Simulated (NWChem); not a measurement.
Molecule: CH₇BP₂; SMILES CB(P)P

```xyz
11

B      0.3622    -0.0311     0.0000
C      1.9387     0.0416     0.0000
H      2.3639     0.5211    -0.8898
H      2.3639     0.5211     0.8898
H      2.3104    -0.9960     0.0000
P     -0.5890     0.0988    -1.6593
H      0.2349    -0.7156    -2.4802
H     -1.6398    -0.8366    -1.4774
P     -0.5890     0.0988     1.6593
H     -1.6398    -0.8366     1.4774
H      0.2349    -0.7156     2.4802
```
Atoms are numbered in this order, from 1.

Program: NWChem. Pople sets run with spherical d functions. STO-3G and 3-21G are far too small for this property and stand as cheap habits. The geometry was optimised at B3LYP/6-31G* (spherical d). Vertical excitations in the gas phase; the lowest state need not have the same character in each row.

### Question
Order these by “lowest excitation, singlet (eV)”, lowest first: CAM-B3LYP/3-21G, TDA; CAM-B3LYP/6-31+G*, TDA; CAM-B3LYP/6-31G*, TDA.

### Answer
CAM-B3LYP/6-31+G*, TDA (4.76), CAM-B3LYP/6-31G*, TDA (4.86), CAM-B3LYP/3-21G, TDA (4.99)
